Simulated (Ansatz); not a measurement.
TeH₂. The state is a singlet with charge 0. Geometry PBE0-D4/def2-TZVP.

```xyz
3

Te    0.596    0.069    0.496
H    -0.750   -0.892    0.414
H     0.153    0.824   -0.910
```

In the def2 sets Te takes a core potential; there is no spin–orbit coupling.

(1) Estimate the orbital energies around the gap (eV) in Ansatz with HF/def2-TZVP, LDA (SPW92)/def2-TZVP, PBE-D4/def2-SVP, r2SCAN-D4/def2-TZVPD, PBE0-D4/def2-TZVPD.

## Answers

(1) 
```tsv
orbital	HF/def2-TZVP	LDA (SPW92)/def2-TZVP	PBE-D4/def2-SVP	r2SCAN-D4/def2-TZVPD	PBE0-D4/def2-TZVPD
HOMO−9	-138.31	-114.21	-114.40	-117.81	-120.75
HOMO−8	-53.14	-40.95	-40.98	-42.04	-44.31
HOMO−7	-53.05	-40.89	-40.93	-41.98	-44.25
HOMO−6	-52.85	-40.67	-40.65	-41.77	-44.04
HOMO−5	-52.74	-40.60	-40.55	-41.68	-43.95
HOMO−4	-52.74	-40.57	-40.50	-41.66	-43.93
HOMO−3	-22.60	-16.40	-16.11	-16.76	-18.05
HOMO−2	-13.93	-9.66	-9.57	-9.98	-10.88
HOMO−1	-12.09	-8.43	-8.23	-8.65	-9.47
HOMO	-8.86	-5.65	-5.35	-5.78	-6.59
LUMO	2.30	-1.63	-1.37	-1.34	-0.78
LUMO+1	3.10	-0.84	-0.42	-0.50	-0.33
LUMO+2	6.02	2.77	5.88	1.00	0.71
LUMO+3	6.02	2.87	6.77	1.06	0.75
LUMO+4	6.61	3.46	7.42	1.48	0.89
LUMO+5	8.36	3.78	7.54	1.62	1.41
```
